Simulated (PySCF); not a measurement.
C₆ coefficients of unlike pairs at PBE

Calculated with PySCF 2.14 from the dipole response of each species, C₆(A,B) = (3/π) ∫ α_A(iu) α_B(iu) du, in atomic units, from isotropic polarisabilities. For ions this is the dispersion term alone; charge-induced terms of lower order in 1/R come first.

```tsv
species	configuration	basis	relativity	α (bohr³)	C₆ (like pair)
Nb²⁺	[Kr] 4d3 (4F)	aug-cc-pwCVTZ-PP with ECP28MDF (8s8p7d4f3g)	core potential	11.86	61.67
I²⁺	[Kr] 4d10 5s2 5p3 (4S)	aug-cc-pwCVDZ-PP with ECP28MDF (6s5p4d1f)	core potential	13.90	95.67
Se³⁺	[Ar] 3d10 4s2 4p1 (2P)	x2c-QZVPPall with one added diffuse shell each of s, p, d, f type (12s9p6d5f1g)	spin-free X2C	6.453	22.83
P⁺	[Ne] 3s2 3p2 (3P)	def2-TZVPPD (6s5p4d1f)	none	14.51	74.99
```

(1) Estimate C₆ for P⁺ with Nb²⁺.

No spin-orbit coupling is included.

The other pairs:

```tsv
pair	C₆
I²⁺, Nb²⁺	76.61
P⁺, Se³⁺	40.29
Se³⁺, I²⁺	46.67
P⁺, I²⁺	83.33
Se³⁺, Nb²⁺	37.39
```

## Answers

(1) The integral gives 66.60. The combination rule 2 C_A C_B / (C_A α_B/α_A + C_B α_A/α_B) gives 67.64 and the geometric mean 68.00.
